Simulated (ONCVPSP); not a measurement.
**Pseudopotential generation for carbon: ONCV, PBE, scalar-relativistic.**

| Property | Result |
| --- | --- |
| Element | C (Z = 6) |
| Generator | ONCVPSP 4.0.1 |
| Type | optimised norm-conserving Vanderbilt (ONCV) |
| Functional | PBE |
| Relativity | scalar-relativistic |
| Frozen core | [He] |
| Valence charge | 4 |
| Reference configuration | 2s1 2p3 |
| Partial waves | 2s: rc 0.95 bohr, ncon 4, nbas 7, qcut 8.2 1/bohr, 2 projectors, debl 1.6 Ha; 2p: rc 2.75 bohr, ncon 5, nbas 8, qcut 6.3 1/bohr, 2 projectors, debl 3 Ha |
| Local potential | polynomial inside 0.90 bohr (lpopt 5, dvloc0 0 Ha) |
| Core correction | Teter function, fcfact 4.5, rcfact 1.3 |

Does the generator finish with these settings?

Yes, a potential is produced and its reference levels are reproduced.

Estimate the cutoffs (Ha) at which the residual kinetic energy of the hardest occupied pseudo-wave falls to 1 and 0.1 mHa per electron.

20 Ha and 27 Ha.

What does a ghost test show?

No bound ghost flagged; no localised positive-energy state flagged.

Which valence shell sets the plane-wave cutoff?

2s: 20 Ha for 1 mHa per electron, against 11 Ha for 2p.

Tests: 2s2 2p2; 2s2 2p1; 2s2 2p0; 2s2 2p1.5. Which has the largest error in its energy relative to the reference configuration, and how large is it?

2s2 2p0, with +822 meV (all-electron minus pseudo) on +26.54 eV.
